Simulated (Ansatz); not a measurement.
**Molecular dynamics of AlClFGeH₅O**

The input (input.yaml):

```yaml
crystal:
  periodic: [false, false, false]
  atoms:
    - { symbol: Ge, position_ang: [-0.295708, -0.03695, -0.361763] }
    - { symbol: Cl, position_ang: [-0.353896, 0.685905, 3.057255] }
    - { symbol: H, position_ang: [0.833787, -1.026942, -0.064779] }
    - { symbol: H, position_ang: [0.023614, 1.458805, -0.353509] }
    - { symbol: F, position_ang: [-0.933605, -0.431053, -1.958924] }
    - { symbol: O, position_ang: [-1.758629, -0.381051, 0.58698] }
    - { symbol: Al, position_ang: [-3.16751, -1.208497, -0.022259] }
    - { symbol: H, position_ang: [-3.004072, -2.702155, -0.497541] }
    - { symbol: H, position_ang: [-4.533002, -0.425875, 0.062886] }
    - { symbol: H, position_ang: [-1.226482, 0.223513, 2.188154] }
basis:
  gaussian: { orbitals: def2-SVP }
hamiltonian:
  xc: b3lyp
  dispersion: d4
md:
  timestep: 0.5
  n_steps: 200
  ensemble: nve
  temperature: 300.0
  initial_velocities: maxwell_boltzmann
  seed: 6853
```

Command:

```bash
$ ansatz run input.yaml --threads 4 --pin off --max-ram 5120MiB --backend cpu --events-out ev --progress --plain --runs-dir out
```

It starts at the highest image of a converged band. Of that band: A vibrational analysis at the climbing image gives one clearly imaginary mode, 78i cm⁻¹: a first-order saddle point.

Output, in part (step lines, the closing report, with atoms numbered from 0):

```
md step     0: t =     0.00 fs  T =   300.0 K  F+E_penalty+E_count = -80471.71467474 eV  E_kin = 0.310224 eV  conserved = -80471.40445074 eV  (27 SCF iters)
md step     1: t =     0.50 fs  T =   297.4 K  F+E_penalty+E_count = -80471.71197552 eV  E_kin = 0.307558 eV  conserved = -80471.40441758 eV  (31 SCF iters)
md step     2: t =     1.00 fs  T =   290.1 K  F+E_penalty+E_count = -80471.70434498 eV  E_kin = 0.299997 eV  conserved = -80471.40434783 eV  (31 SCF iters)
md step     3: t =     1.50 fs  T =   279.1 K  F+E_penalty+E_count = -80471.69285024 eV  E_kin = 0.288594 eV  conserved = -80471.40425599 eV  (31 SCF iters)
md step     4: t =     2.00 fs  T =   265.7 K  F+E_penalty+E_count = -80471.67892031 eV  E_kin = 0.274762 eV  conserved = -80471.40415787 eV  (31 SCF iters)
md step     5: t =     2.50 fs  T =   251.5 K  F+E_penalty+E_count = -80471.66409891 eV  E_kin = 0.260031 eV  conserved = -80471.40406754 eV  (25 SCF iters)
md step     6: t =     3.00 fs  T =   237.7 K  F+E_penalty+E_count = -80471.64981858 eV  E_kin = 0.245822 eV  conserved = -80471.40399631 eV  (25 SCF iters)
md step     7: t =     3.50 fs  T =   225.6 K  F+E_penalty+E_count = -80471.63721784 eV  E_kin = 0.233267 eV  conserved = -80471.40395133 eV  (25 SCF iters)
[... lines left out ...]
Total energy: -80471.51493140 eV, -2957.2736281771 hartree
Atom 0 at    -0.251380    -0.104471    -0.376363 Å, force    -0.408904    -0.531620     0.115528 eV/Å
Atom 1 at    -0.432202     0.789135     3.029604 Å, force     0.231600     0.263208     0.327451 eV/Å
Atom 2 at     0.776177    -1.239113    -0.540659 Å, force     0.138627     0.260687     0.196679 eV/Å
Atom 3 at     0.153174     1.354071    -0.082366 Å, force    -0.053383    -0.279858     0.085293 eV/Å
Atom 4 at    -1.042835    -0.079435    -1.949971 Å, force    -0.154804     0.037374    -0.030948 eV/Å
Atom 5 at    -1.585909    -0.759476     0.654617 Å, force    -0.463314     0.557695    -0.840388 eV/Å
Atom 6 at    -3.206993    -1.187972     0.014907 Å, force     1.273478     0.570484     0.238086 eV/Å
Atom 7 at    -3.549960    -2.648283     0.305765 Å, force    -0.307155    -0.677941     0.129055 eV/Å
Atom 8 at    -4.113155    -0.144496    -0.717571 Å, force    -0.067150     0.165513     0.021842 eV/Å
Atom 9 at    -1.238305     0.269614     2.157333 Å, force    -0.188994    -0.365542    -0.242596 eV/Å
Dipole moment:    -0.012015    -0.061480    -0.138267 e Å
```

The steps, from the saved trajectory:

```tsv
time (fs)	T (K)	potential energy less start (eV)	conserved less start (meV/atom)
0	300	0.000	0.00
3	238	0.065	0.05
6	198	0.106	0.03
9	164	0.141	0.03
12	124	0.182	0.04
15	137	0.169	0.04
18	179	0.125	0.02
21	169	0.136	0.05
24	204	0.099	0.02
27	210	0.094	0.03
30	184	0.120	0.05
33	203	0.101	0.02
36	185	0.119	0.03
39	150	0.156	0.04
42	142	0.163	0.03
45	129	0.177	0.02
48	100	0.208	0.06
51	159	0.146	0.01
54	153	0.152	0.04
57	174	0.131	0.03
60	191	0.113	0.02
63	147	0.159	0.04
66	117	0.190	0.04
69	120	0.186	0.03
72	96	0.211	0.05
75	142	0.164	0.03
78	172	0.132	0.02
81	151	0.155	0.05
84	176	0.129	0.02
87	152	0.153	0.04
90	129	0.177	0.04
93	141	0.165	0.03
96	129	0.177	0.02
99	95	0.212	0.05
```

The run went to its last step. The conserved energy stayed within 0.063 meV per atom of its start (net change 0.031 meV per atom), so the integration is sound. A run of 0.1 ps of so small a system gives no equilibrium averages. The orbitals stay closed-shell, which can raise the energy where a bond breaks towards radicals; this wasn't checked here.

Between its relaxed ends the band would form Ge1–F5, Cl2–H10 and break Ge1–Cl2, F5–Al7, O6–H10. These pairs go: Ge1–F5 1.76 → 1.76 Å, Cl2–H10 1.32 → 1.30 Å, Ge1–Cl2 3.50 → 3.53 Å, F5–Al7 3.06 → 3.13 Å, O6–H10 1.79 → 1.85 Å. In the last frame they stand as after the step (other bonds may differ from the relaxed reactants and products). It ends as AlFGeH4O + ClH. Pairs count as bonded within 1.25 times the sum of covalent radii (0.12 Å more for H–H).

Last frame:

```xyz
10
Properties=species:S:1:pos:R:3
Ge -0.251 -0.104 -0.376
Cl -0.432 0.789 3.030
H 0.776 -1.239 -0.541
H 0.153 1.354 -0.082
F -1.043 -0.079 -1.950
O -1.586 -0.759 0.655
Al -3.207 -1.188 0.015
H -3.550 -2.648 0.306
H -4.113 -0.144 -0.718
H -1.238 0.270 2.157
```

Time of the run: 7.5 min on 4 threads of Arm Neoverse V1, with other jobs on the host, peak memory 0.33 GiB.
